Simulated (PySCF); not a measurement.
Two-photon absorption: `O=c1c([O-])c1B(F)F`, [C$_{3}$BF$_{2}$O$_{2}$]-, charge -1

Geometry:
```json
{"atom": "O1", "x (Å)": "-1.564", "y (Å)": "2.176", "z (Å)": "-0.051"}
{"atom": "C2", "x (Å)": "-1.134", "y (Å)": "1.031", "z (Å)": "-0.011"}
{"atom": "C3", "x (Å)": "-1.281", "y (Å)": "-0.428", "z (Å)": "0.058"}
{"atom": "O4", "x (Å)": "-1.930", "y (Å)": "-1.464", "z (Å)": "0.114"}
{"atom": "C5", "x (Å)": "0.011", "y (Å)": "0.178", "z (Å)": "0.006"}
{"atom": "B6", "x (Å)": "1.508", "y (Å)": "0.031", "z (Å)": "-0.020"}
{"atom": "F7", "x (Å)": "2.355", "y (Å)": "1.070", "z (Å)": "-0.114"}
{"atom": "F8", "x (Å)": "2.140", "y (Å)": "-1.154", "z (Å)": "0.045"}
```

Total charge -1.

Method: PySCF, TDDFT CAM-B3LYP/def2-TZVPD excited states, vertical, gas phase. Geometry: PBE0-D3(BJ)/def2-SVP.

For a gas-phase anion, states above the detachment energy (about 2.9 eV, taken as minus the energy of the highest occupied orbital) lie in the continuum and depend on the basis.

(1) How strongly do the lowest singlets absorb one photon, and two photons of half the energy?

Answers

(1) δ for parallel linear polarisation; σ at the peak of a Lorentzian of half width 0.1 eV, single beam; Ω is circular over linear.
```tsv
state	E (eV)	f	photon λ (nm)	δ (au)	σ (GM)	Ω	main
S1	3.08	0.000	805	2.32	0.01	1.50	HOMO→LUMO+1 0.95
S2	4.30	0.006	576	309	2.09	0.16	HOMO→LUMO 0.70, HOMO→LUMO+2 0.24
S3	4.79	0.000	517	0.22	0.00	1.41	HOMO−2→LUMO+1 0.86
S4	4.91	0.105	505	97.4	0.86	0.94	HOMO→LUMO+2 0.43, HOMO−1→LUMO+1 0.38
S5	5.06	0.202	490	606	5.69	0.69	HOMO−1→LUMO+1 0.57, HOMO→LUMO+2 0.25
S6	5.13	0.005	483	101	0.97	1.50	HOMO−1→LUMO 0.86
```

Among these, the strongest one-photon state is S5, the strongest two-photon state S5.
